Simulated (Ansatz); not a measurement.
A structure relaxed at PBE0-D4/def2-TZVP, charge 0, multiplicity 1:

Cartesian coordinates in Å:
```
C -0.167 -0.858 1.546
Ga -0.135 0.266 -0.053
N 0.789 -0.179 -1.551
S -1.248 2.178 -0.114
H -0.772 -0.403 2.331
H -0.583 -1.839 1.310
H 0.846 -1.005 1.926
H 0.823 0.379 -2.386
H 1.329 -1.022 -1.639
H -0.881 2.484 -1.369
```

Give its formula and SMILES.

CH6GaNS, `[CH3][Ga]([NH2])[SH]`.

Point group (tolerance 0.08 Å, 0.16 Å for H)?

Cs.

Summarise the bond lengths by kind.

1 × C–Ga 1.955 Å; 3 × C–H 1.090 to 1.092 Å; 1 × Ga–N 1.815 Å; 1 × Ga–S 2.213 Å; 2 × H–N 1.005 Å; 1 × H–S 1.343 Å.

Program: Ansatz 0.2.0.
